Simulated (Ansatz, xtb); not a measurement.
A geometry optimisation of FGeH4Si+ with r2SCAN-D4/def2-SVP

The starting geometry of this gas-phase singlet has its atoms placed at random.

```xyz
7

F     0.3404    0.6607   -1.7657
Ge   -0.6816   -0.3972   -0.5613
Si    0.9171    1.5418    0.4196
H     0.7107   -1.3958   -0.4237
H    -2.0866    0.1741    0.6013
H     1.0287   -1.0150    0.5883
H     1.7632    0.8581    1.1526
```

**Question.** One run relaxed it with r2SCAN-D4/def2-SVP. What is a likely outcome?

**Answer.** It ends as a structure with F1 bridging Ge2 and Si3, H5 bridging Si3 and Ge2, given below by its coordinates. Distances that change by over a tenth: F1–Si3 (2.43 → 1.94 Å), Ge2–H4 (1.72 → 2.17 Å), Si3–H7 (1.31 → 1.53 Å), H4–H6 (1.13 → 0.78 Å). Contacts that close: Ge2–H5 (1.91 → 1.77 Å), Si3–H5 (3.31 → 1.73 Å).

The energy falls by 4.79 eV over 16 steps:

```csv
step,E − E(last) (eV)
1,4.788
3,1.991
4,1.048
6,0.386
8,0.080
9,0.065
11,0.006
13,0.001
14,0.000
16,0.000
```

Final geometry (Å):

```yaml
atoms:
  - { symbol: F, position_ang: [0.3935, 0.8164, -1.3055] }
  - { symbol: Ge, position_ang: [-0.8573, -0.4974, -0.7807] }
  - { symbol: Si, position_ang: [0.3725, 1.7870, 0.3744] }
  - { symbol: H, position_ang: [0.7490, -1.8168, -0.1527] }
  - { symbol: H, position_ang: [-0.9158, 0.6473, 0.5640] }
  - { symbol: H, position_ang: [0.8925, -1.2683, 0.3851] }
  - { symbol: H, position_ang: [1.3576, 0.7586, 0.9265] }
```

From the same start GFN2-xTB ends elsewhere, in pieces: FGeH2Si + H2.

From so rough a start the end depends on the optimiser's path, so another program may land elsewhere. The end wasn't checked by frequencies. Run with Ansatz 0.2.0, 23 s on 1 thread of Intel(R) Xeon(R) 6975P-C (Granite Rapids), with other jobs on the host.
